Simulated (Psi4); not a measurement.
HCu (SMILES [CuH]), singlet, at a GFN2-xTB geometry (such geometries of metal compounds can be far from the true shape); BHHLYP/6-31G, TDA (Psi4).

Input for Psi4:
```
memory 2 GB

molecule {
0 1
  Cu   -0.00000000   -0.00000000   -0.04747396
  H     0.00000000    0.00000000    1.37674486
symmetry c1
}

set basis 6-31g
set puream true
set save_jk true
set tdscf_states [5]
set tdscf_tda true
set d_convergence 1e-8

energy('td-bhhlyp')
print_variables()
```

What the program printed (banner, timings and long lists left out):

```
   => Loading Basis Set <=

    Name: 6-31G
    Role: ORBITAL
    Keyword: BASIS

         ---------------------------------------------------------
                                   SCF
               by Justin Turney, Rob Parrish, Andy Simmonett
                          and Daniel G. A. Smith
                              RKS Reference
         ---------------------------------------------------------

  ==> Geometry <==

    Molecular point group: c1
    Full point group: C_inf_v

    Geometry (in Angstrom), charge = 0, multiplicity = 1:

       Center              X                  Y                   Z               Mass
    ------------   -----------------  -----------------  -----------------  -----------------
         CU           0.000000000000     0.000000000000    -0.022449503223    62.929597720000
         H            0.000000000000     0.000000000000     1.401769316777     1.007825032230

  Running in c1 symmetry.

  Rotational constants: A = ************  B =      8.37834  C =      8.37834 [cm^-1]
  Rotational constants: A = ************  B = 251176.37500  C = 251176.37500 [MHz]
  Nuclear repulsion =   10.775127314656604

  Charge       = 0
  Multiplicity = 1
  Electrons    = 30
  Nalpha       = 15
  Nbeta        = 15

  ==> Algorithm <==

  SCF Algorithm Type is DF.
  DIIS enabled.
  MOM disabled.
  Fractional occupation disabled.
  Guess Type is SAD.
  Energy threshold   = 1.00e-06
  Density threshold  = 1.00e-08
  Integral threshold = 1.00e-12

  ==> Primary Basis <==

  Basis Set: 6-31G
    Blend: 6-31G
    Number of shells: 13
    Number of basis functions: 29
    Number of Cartesian functions: 31
    Spherical Harmonics?: true
    Max angular momentum: 2

  ==> DFT Potential <==

   => LibXC <=

    Version 7.1.2
    S. Lehtola, C. Steigemann, M. J. T. Oliveira, and M. A. L. Marques,  SoftwareX 7, 1–5 (2018) (10.1016/j.softx.2017.11.002)

   => Composite Functional: BHANDHLYP <=

    BHandHLYP Hyb-GGA Exchange-Correlation Functional

    A. D. Becke,  J. Chem. Phys. 98, 1372 (1993) (10.1063/1.464304)
    Defined through Gaussian implementation.

    Deriv               =              1
    GGA                 =           TRUE
    Meta                =          FALSE

    Exchange Hybrid     =           TRUE
    MP2 Hybrid          =          FALSE

   => Exchange Functionals <=

    0.5000         Becke 88

   => Exact (HF) Exchange <=

    0.5000               HF

   => Correlation Functionals <=

    1.0000   Lee, Yang & Parr

   => LibXC Density Thresholds  <==

    XC_HYB_GGA_XC_BHANDHLYP:  1.00E-15

   => Molecular Quadrature <=

    Radial Scheme          =       TREUTLER
    Pruning Scheme         =           NONE
    Nuclear Scheme         =       TREUTLER

    Blocking Scheme        =         OCTREE
    BS radius alpha        =              1
    Pruning alpha          =              1
    Radial Points          =             75
    Spherical Points       =            302
    Total Points           =          43452
    Total Blocks           =            399
    Max Points             =            255
    Max Functions          =             29
    Weights Tolerance      =       1.00E-15

   => Loading Basis Set <=

    Name: (6-31G AUX)
    Role: JKFIT
    Keyword: DF_BASIS_SCF

  ==> Integral Setup <==

  SCF_SUBTYPE=INCORE selected. In-core MEM_DF algorithm will be used.
  Using in-core AOs.

  ==> MemDFJK: Density-Fitted J/K Matrices <==

    J tasked:                   Yes
    K tasked:                   Yes
    wK tasked:                   No
    Algorithm:                 Core
    Schwarz Cutoff:           1E-12
    Mask sparsity (%):       0.0000
    Fitting Condition:        1E-10

   => Auxiliary Basis Set <=

  Basis Set: (6-31G AUX)
    Blend: CC-PVDZ-JKFIT + DEF2-UNIVERSAL-JKFIT
    Number of shells: 67
    Number of basis functions: 287
    Number of Cartesian functions: 402
    Spherical Harmonics?: true
    Max angular momentum: 6

  Minimum eigenvalue in the overlap matrix is 9.8234657539E-02.
  Reciprocal condition number of the overlap matrix is 3.2024258894E-02.
    Using symmetric orthogonalization.

  ==> Pre-Iterations <==

  SCF Guess: Superposition of Atomic Densities via on-the-fly atomic UHF (no occupation information).

   -------------------------
    Irrep   Nso     Nmo
   -------------------------
     A         29      29
   -------------------------
    Total      29      29
   -------------------------

  ==> Iterations <==

                           Total Energy        Delta E     RMS |[F,P]|

   @DF-RKS iter SAD: -1637.72943368325696   -1.63773e+03   0.00000e+00
   @DF-RKS iter   1: -1638.40576717538602   -6.76333e-01   1.03673e-01 ADIIS
   @DF-RKS iter   2: -1608.53052501995830    2.98752e+01   1.71785e-01 ADIIS
   @DF-RKS iter   3: -1640.17142491447771   -3.16409e+01   5.59624e-02 DIIS/ADIIS
   @DF-RKS iter   4: -1640.62253951915477   -4.51115e-01   1.57522e-02 DIIS/ADIIS
   @DF-RKS iter   5: -1640.66217512273647   -3.96356e-02   3.85835e-03 DIIS/ADIIS
   @DF-RKS iter   6: -1640.66485946486387   -2.68434e-03   6.66263e-04 DIIS/ADIIS
   @DF-RKS iter   7: -1640.66493763639505   -7.81715e-05   1.47118e-04 DIIS/ADIIS
   @DF-RKS iter   8: -1640.66494396136682   -6.32497e-06   5.02824e-05 DIIS
   @DF-RKS iter   9: -1640.66494505017499   -1.08881e-06   6.22828e-06 DIIS
   @DF-RKS iter  10: -1640.66494507006473   -1.98897e-08   6.58558e-07 DIIS
   @DF-RKS iter  11: -1640.66494507045422   -3.89491e-10   3.20436e-07 DIIS
   @DF-RKS iter  12: -1640.66494507048651   -3.22871e-11   2.14108e-08 DIIS
   @DF-RKS iter  13: -1640.66494507048742   -9.09495e-13   3.45710e-09 DIIS
  Energy and wave function converged.

  ==> Post-Iterations <==

   Electrons on quadrature grid:
      Ntotal   =   29.9999989665 ; deviation = -1.033e-06

    Orbital Energies [Eh]
    ---------------------

    Doubly Occupied:

[...]
    Virtual:

[...]
    Final Occupation by Irrep:
              A
    DOCC [    15 ]
    NA   [    15 ]
[...]
  @DF-RKS Final Energy: -1640.66494507048742
    Total Energy =                      -1640.6649450704874198
[...]
 Dipole X            :         -0.0000000            0.0000000           -0.0000000
 Dipole Y            :          0.0000000            0.0000000            0.0000000
 Dipole Z            :         -2.6021173            1.4186811           -1.1834362
 Magnitude           :                                                    1.1834362

 ------------------------------------------------------------------------------------

******************************************************************************************
**********                               WARNING                                **********
**********       The names of excited state variables changed between 1.5       **********
**********     and 1.6. For a quick solution, remove the symmetry specifier     **********
**********   from the variable name. For full details, see 'Notes on Psivars'   **********
**********                        in the documentation.                         **********
******************************************************************************************

         ---------------------------------------------------------
                         TDSCF excitation energies
                 by Andrew M. James and Daniel G. A. Smith
         ---------------------------------------------------------

  ==> Options <==

     Residual threshold  : 1.0000e-06
     Initial guess       : denominators
     Reference           : RHF
     Solver type         : TDA (Davidson)

  ==> Requested Excitations <==

      5 singlet states with A symmetry

  ==> Seeking the lowest 5 singlet states with A symmetry

                         Generalized Davidson Solver
                               By Ruhee Dcunha

  ==> Options <==

    Max number of iterations        = 60
    Eigenvector tolerance           = 1.0000e-06
    Max number of expansion vectors = 1500

  => Iterations <=
                           Max[D[value]]     Max[|R|]   # vectors
  DavidsonSolver iter   1:   1.22470e-01  2.13078e-01     20
  DavidsonSolver iter   2:   2.10449e-02  4.36032e-02     25
  DavidsonSolver iter   3:   2.66150e-03  6.25551e-03     30
  DavidsonSolver iter   4:   4.82256e-05  1.11550e-03     35
  DavidsonSolver iter   5:   7.41527e-07  1.53156e-04     40
  DavidsonSolver iter   6:   8.53513e-09  2.66625e-05     45
  DavidsonSolver iter   7:   1.46745e-10  4.87923e-06     49
  DavidsonSolver iter   8:   2.68205e-12  8.31281e-07     50      Converged

******************************************************************************************
**********                               WARNING                                **********
**********  Length-gauge rotatory strengths are **NOT** gauge-origin invariant  **********
******************************************************************************************

                                    Excitation Energy         Total Energy        Oscillator Strength             Rotatory Strength
     #   Sym: GS->ES (Trans)        au              eV              au          au (length)    au (velocity)    au (length)    au (velocity)
    ---- -------------------- --------------- --------------- --------------- --------------- --------------- --------------- ---------------
     1        A->A (1 A)       0.06634         1.80533        -1640.59860      0.0000          0.0000          0.0000         -0.0000
     2        A->A (1 A)       0.06634         1.80533        -1640.59860      0.0000          0.0000         -0.0000          0.0000
     3        A->A (1 A)       0.07914         2.15362        -1640.58580      0.0001          0.0934         -0.0000         -0.0000
     4        A->A (1 A)       0.07914         2.15362        -1640.58580      0.0001          0.0934          0.0000          0.0000
     5        A->A (1 A)       0.09871         2.68616        -1640.56623      0.0851          0.0203         -0.0000         -0.0000

Contributing excitations
Only contributions with abs(coeff) > 1.00e-01 will be printed:

Excited State    1 (1 A):   0.06634 au   686.77 nm f = 0.0000
  Sums of squares: Xssq =  1.000000e+00
     14a  ->  16a    -0.964777 (93.080%)
     14a  ->  19a     0.143392 ( 2.056%)
     14a  ->  20a    -0.218385 ( 4.769%)

Excited State    2 (1 A):   0.06634 au   686.77 nm f = 0.0000
  Sums of squares: Xssq =  1.000000e+00
     13a  ->  16a    -0.964777 (93.080%)
     13a  ->  19a     0.143392 ( 2.056%)
     13a  ->  20a    -0.218385 ( 4.769%)

Excited State    3 (1 A):   0.07914 au   575.70 nm f = 0.0001
  Sums of squares: Xssq =  1.000000e+00
     12a  ->  16a    -0.959031 (91.974%)
     12a  ->  19a     0.161470 ( 2.607%)
     12a  ->  20a    -0.217932 ( 4.749%)

Excited State    4 (1 A):   0.07914 au   575.70 nm f = 0.0001
  Sums of squares: Xssq =  1.000000e+00
     11a  ->  16a    -0.959031 (91.974%)
     11a  ->  19a     0.161470 ( 2.607%)
     11a  ->  20a    -0.217932 ( 4.749%)

Excited State    5 (1 A):   0.09871 au   461.57 nm f = 0.0851
  Sums of squares: Xssq =  1.000000e+00
     10a  ->  16a     0.147706 ( 2.182%)
     15a  ->  16a    -0.960824 (92.318%)
     15a  ->  20a    -0.177889 ( 3.164%)

******************************************************************************************
**********                               WARNING                                **********
**********       The names of excited state variables changed between 1.5       **********
**********     and 1.6. For a quick solution, remove the symmetry specifier     **********
**********   from the variable name. For full details, see 'Notes on Psivars'   **********
**********                        in the documentation.                         **********
******************************************************************************************

  Variable Map:
  ----------------------------------------------------------------------------
[...]
  Array Variable Map:
  ----------------------------------------------------------------------------
[...]
[...]
```
